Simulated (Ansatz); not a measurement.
CH₄FSSn (`[CH3][Sn]([F])[SH]`) radical. Total charge 0; spin multiplicity 2. Sn takes the def2 core potential. All single points use the PBE0-D4/def2-TZVP geometry. It is one conformer, not always the lowest.

```xyz
8

C    -0.019   -1.320    0.605
Sn   -0.757    0.664    0.136
F    -1.251    0.543   -1.737
S     1.104    2.216    0.055
H    -0.857   -2.005    0.715
H     0.565   -1.273    1.523
H     0.607   -1.608   -0.240
H     0.608    2.784   -1.058
```

Problem. What is the dipole moment at ωB97M-V/def2-TZVPP? (An estimate is asked.)

Solution. Computed: 2.57 D, with components (-0.32, -1.14, 2.29) D in this frame, pointing from negative to positive charge.

Problem. And with PBE, r2SCAN, B3LYP? (Estimate.)

Solution. Ansatz gave: PBE 2.32 D, r2SCAN 2.45 D, B3LYP 2.52 D.

Problem. Give the Mulliken charges with ωB97M-V, r2SCAN, PBE in def2-TZVPP. (Best estimate.)

Solution. The calculation gave: 
```
atom  ωB97M-V  r2SCAN    PBE
  C1    -0.58   -0.46  -0.55
 Sn2     0.83    0.84   0.80
  F3    -0.49   -0.49  -0.45
  S4    -0.36   -0.37  -0.36
  H5     0.15    0.11   0.14
  H6     0.15    0.11   0.13
  H7     0.17    0.13   0.15
  H8     0.14    0.13   0.14
```

B3LYP here is the variant with VWN-RPA as its local correlation; programs differ in this.
